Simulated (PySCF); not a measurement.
Stationary points of BrH₅

All numbers come from PySCF, PBE0, basis Br def2-TZVP, H def2-TZVP (no relativity, density fitting).

Relaxations began from a few typed shapes. The search is not exhaustive: other isomers or separated fragments can lie lower, and high-lying points may rest on an excited occupation.

Task: Which is the lowest minimum found?
A. singlet C4v: Br–H 1.434 Å, Br–H 1.685 Å (×4); H–Br–H 84.2° (×4), H–Br–H 89.4° (×4), H–Br–H 168.3° (×2)
B. singlet D3h: Br–H 1.736 Å (×3), Br–H 1.742 Å (×2); H–Br–H 90.0° (×6), H–Br–H 120.0° (×3), H–Br–H 180.0°

Result: A. The others lie at 184.2 (singlet D3h, a saddle point) kJ/mol above it.

Counting electrons, bromine keeps 2 of its valence electrons outside its bonds, so the VSEPR class is AX5E1 and the expected shape is square pyramidal (C4v), as computed.
